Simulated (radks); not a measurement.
The neon ion Ne3+, [He] 2s2 2p3. Method: non-relativistic Kohn-Sham, exchange-only LDA, spin-polarised, spherical densities, point nucleus; computed with a radial shooting solver on a logarithmic mesh with Libxc functionals. Every spin shell is full or empty, so the densities are truly spherical. Functionals are evaluated on that one density, not self-consistently. Rank these exchange functionals by their error against the exact value of the orbitals, and give that value: LDA, PBEsol, PW86, OPTX, AM05, EV93, TPSS, revTPSS, r2SCAN, TASK, MVS.

Answer. Exact: -10.4362 hartree. From best to worst, with 100 (|E| - |E exact|)/|E exact| (equal figures are ties): OPTX -0.08, r2SCAN -0.12, revTPSS -0.22, TPSS +0.25, MVS -0.33, PW86 +0.43, EV93 +2.47, TASK -2.59, PBEsol -4.37, AM05 -8.38, LDA -10.13.
